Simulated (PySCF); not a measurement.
**Electron correlation in Yb⁵⁸⁺ (ytterbium, charge +58)**

Starting occupation: [Ne] 3s2. All numbers are calculated (PySCF 2.14, X2C-1e with screened-nucleus spin-orbit coupling, Gaussian nucleus, in an even-tempered Gaussian basis (17 s from 6.1 bohr⁻², ratio 2.6; 14 p from 8 bohr⁻², ratio 2.6; 6 d from 8.2 bohr⁻², ratio 2.8; 4 f from 110 bohr⁻², ratio 2.8)). Frozen: 1s2; 10 electrons correlated; the 52 highest virtual spinors left out.

MP2 pair energies summed by pair of shells (mhartree):

```json
{"pair": "3s1/2-3s1/2", "energy": "-117.70", "share (%)": "23.7"}
{"pair": "2p1/2-2p3/2", "energy": "-103.49", "share (%)": "20.9"}
{"pair": "2p3/2-2p3/2", "energy": "-97.79", "share (%)": "19.7"}
{"pair": "2p3/2-3s1/2", "energy": "-45.53", "share (%)": "9.2"}
{"pair": "2p3/2-2s1/2", "energy": "-43.12", "share (%)": "8.7"}
{"pair": "2p1/2-2p1/2", "energy": "-24.44", "share (%)": "4.9"}
{"pair": "2p1/2-2s1/2", "energy": "-22.97", "share (%)": "4.6"}
{"pair": "2p1/2-3s1/2", "energy": "-19.72", "share (%)": "4.0"}
{"pair": "2s1/2-2s1/2", "energy": "-11.63", "share (%)": "2.3"}
{"pair": "2s1/2-3s1/2", "energy": "-9.80", "share (%)": "2.0"}
```

Total MP2 correlation energy: -496.19 mhartree.

The virtual space was cut to 56 spinors, which keep -437.23 of the -496.19 mhartree of MP2 correlation.

| level | correlation energy (mhartree) |
| --- | --- |
| CCSD | -469.47 |

Diagnostics: T1 = 0.00010, largest double amplitude 0.082.

Cost of the coupled-cluster step: roughly 21 core-seconds, for 10 occupied and 56 virtual spinors.

The coupled-cluster values are those of the cut space; adding the MP2 remainder, -58.96 mhartree, estimates the full space.

At this charge the one-electron X2C treatment keeps the bare 1/r₁₂, with no two-electron picture change or Breit term. The effect here is smaller than on the frozen 1s shell.
